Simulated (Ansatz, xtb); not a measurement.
**Two isomers of C4H6BNO**

Structure I is `Bc1cnc(C)o1`, a singlet and structure II is `Bc1nc(C)co1`, a singlet. Both are isolated molecules in the gas phase, relaxed with B3LYP-D3(BJ)/def2-SVP; the shapes shown needn't be the lowest conformers.

I (Å):

```tsv
atom	x (Å)	y (Å)	z (Å)
C	-1.7237	-1.1156	0.5601
C	-1.8358	-0.0427	1.4287
C	0.1818	-0.0659	0.7886
C	1.6223	0.2025	0.5517
B	-2.7040	-2.1515	0.0582
N	-0.6404	0.6038	1.5629
O	-0.3872	-1.0995	0.1604
H	-2.3626	-3.0109	-0.7124
H	-3.8409	-2.0918	0.4534
H	-2.7326	0.2806	1.9567
H	2.2318	-0.6687	0.8398
H	1.9285	1.0746	1.1414
H	1.8097	0.3972	-0.5164
```

II (Å):

```xyz
13

C     0.2649   -1.5132    0.3541
C    -1.2378   -0.0269    0.8006
C    -2.4416    0.8344    0.6083
C    -0.3687   -0.0917    1.8697
B     1.1470   -2.5990   -0.2640
N    -0.8132   -0.9310   -0.1339
O     0.5689   -1.0100    1.6060
H     2.1011   -3.0096    0.3427
H     0.8632   -3.0207   -1.3521
H    -2.3278    1.4632   -0.2888
H    -3.3403    0.2151    0.4596
H    -2.6076    1.4891    1.4757
H    -0.3109    0.4314    2.8213
```

Q: Estimate E(II) − E(I) at the level CCSD(T)/def2-SVP + ΔMP2/def2-TZVPP.

A: Calculated at CCSD(T)/def2-SVP + ΔMP2/def2-TZVPP: E(II) − E(I) = +0.303 eV, so structure I lies lower.

The same difference at several levels:

```json
{"level": "GFN2-xTB", "geometry": "GFN2-xTB", "E(II) − E(I) (eV)": "+0.190", "departure from the last row (eV)": "−0.112", "job, with rough time for the two": "optimisation, 0.12 s"}
{"level": "HF/STO-3G", "geometry": "GFN2-xTB", "E(II) − E(I) (eV)": "+0.220", "departure from the last row (eV)": "−0.083", "job, with rough time for the two": "single point, 0.49 s"}
{"level": "r2SCAN-D4/def2-SVP", "geometry": "GFN2-xTB", "E(II) − E(I) (eV)": "+0.304", "departure from the last row (eV)": "+0.001", "job, with rough time for the two": "single point, 6.6 s"}
{"level": "B3LYP-D3(BJ)/def2-SVP", "geometry": "B3LYP-D3(BJ)/def2-SVP", "E(II) − E(I) (eV)": "+0.294", "departure from the last row (eV)": "−0.009", "job, with rough time for the two": "optimisation, 2.6 min"}
{"level": "HF/def2-SVP", "geometry": "B3LYP-D3(BJ)/def2-SVP", "E(II) − E(I) (eV)": "+0.437", "departure from the last row (eV)": "+0.135", "job, with rough time for the two": "part of the CCSD(T) run"}
{"level": "MP2/def2-SVP", "geometry": "B3LYP-D3(BJ)/def2-SVP", "E(II) − E(I) (eV)": "+0.248", "departure from the last row (eV)": "−0.054", "job, with rough time for the two": "part of the CCSD(T) run"}
{"level": "CCSD(T)/def2-SVP", "geometry": "B3LYP-D3(BJ)/def2-SVP", "E(II) − E(I) (eV)": "+0.297", "departure from the last row (eV)": "−0.006", "job, with rough time for the two": "single point"}
{"level": "CCSD(T)/def2-SVP + ΔMP2/def2-TZVPP", "geometry": "B3LYP-D3(BJ)/def2-SVP", "E(II) − E(I) (eV)": "+0.303", "departure from the last row (eV)": "", "job, with rough time for the two": "single point, 1.7 min"}
```

As drawn, both hold the same kinds of bond in the same numbers.

None of the levels shown reverses the order. The largest departure from CCSD(T)/def2-SVP + ΔMP2/def2-TZVPP is that of HF/def2-SVP, 0.135 eV. The last row adds to CCSD(T) the change of the MP2 difference between the two basis sets, here +0.006 eV.

With thermal terms from frequencies at re-optimised GFN2-xTB minima (ideal gas, soft modes damped towards free rotors, one conformer each, 298.15 K, 1 atm): on the last row, ΔE + ΔZPE = +0.297, ΔH = +0.299, ΔG = +0.297 eV.

The correlated steps freeze 7 core orbitals. Codes used: Ansatz 0.2.0, xtb 6.7.1; the last row on 2 threads of Arm Neoverse V2 on a shared host.
